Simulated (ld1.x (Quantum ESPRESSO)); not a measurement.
# Transferability test, RRKJ potential for Nb

niobium (Nb), norm-conserving RRKJ (Kleinman–Bylander form), made with ld1.x (Quantum ESPRESSO) 7.5 (LDA (PZ), scalar-relativistic). Core [Ar] 3d10 4s2, reference 4p6 4d5 5s0 5p0. Waves: 4p (bound): rc 1.70 bohr; 4d (bound): rc 2.80 bohr; 5s (bound, empty): rc 2.75 bohr. Local part: the s channel. Core correction: a·sin(br)/r model core inside 1.25 bohr.

Energies are relative to the spin-unpolarised reference configuration 4p6 4d5 5s0 5p0; without spin polarisation the order of configurations can differ from experiment. Spin-polarised rows fill each open shell by Hund’s rule, majority spin first.

(1) Give the all-electron excitation energy and the error of the potential for: 4p6 4d4 5s1 5p0; 4p6 4d4 5s0 5p0; 4p6 4d3 5s0 5p0; 4p6 4d3 5s2 5p0; 4p6 4d3 5s1 5p0; 4p6 4d2 5s0 5p0; 4p6 4d4 5s0.5 5p0; 4p6 4d5 5s0 5p0 (spin-polarised); 4p6 4d4 5s1 5p0 (spin-polarised).

Levels in the configuration 4p6 4d4 5s1 5p0:

```csv
level,all-electron (eV),pseudo (eV)
4p,-34.609,-34.751
4d,-3.211,-3.236
5s,-4.202,-4.200
```

Results:

(1)

```json
{"valence configuration": "4p6 4d4 5s1 5p0", "charge": "0", "ΔE all-electron (eV)": "-1.323", "error AE − PS (meV)": "-12"}
{"valence configuration": "4p6 4d4 5s0 5p0", "charge": "+1", "ΔE all-electron (eV)": "5.593", "error AE − PS (meV)": "-20"}
{"valence configuration": "4p6 4d3 5s0 5p0", "charge": "+2", "ΔE all-electron (eV)": "19.869", "error AE − PS (meV)": "-94"}
{"valence configuration": "4p6 4d3 5s2 5p0", "charge": "0", "ΔE all-electron (eV)": "-1.884", "error AE − PS (meV)": "-43"}
{"valence configuration": "4p6 4d3 5s1 5p0", "charge": "+1", "ΔE all-electron (eV)": "5.887", "error AE − PS (meV)": "-47"}
{"valence configuration": "4p6 4d2 5s0 5p0", "charge": "+3", "ΔE all-electron (eV)": "44.803", "error AE − PS (meV)": "-122"}
{"valence configuration": "4p6 4d4 5s0.5 5p0", "charge": "+0.5", "ΔE all-electron (eV)": "1.442", "error AE − PS (meV)": "-13"}
{"valence configuration": "4p6 4d5 5s0 5p0 (spin-polarised)", "charge": "0", "ΔE all-electron (eV)": "-2.730", "error AE − PS (meV)": "+201"}
{"valence configuration": "4p6 4d4 5s1 5p0 (spin-polarised)", "charge": "0", "ΔE all-electron (eV)": "-3.932", "error AE − PS (meV)": "+183"}
```

These tests converged, but a pseudo level misses the all-electron one widely, so the file describes the atom poorly there or has found another state: 4p6 4d2 5s0 5p0: empty 5p by 2.2 eV.
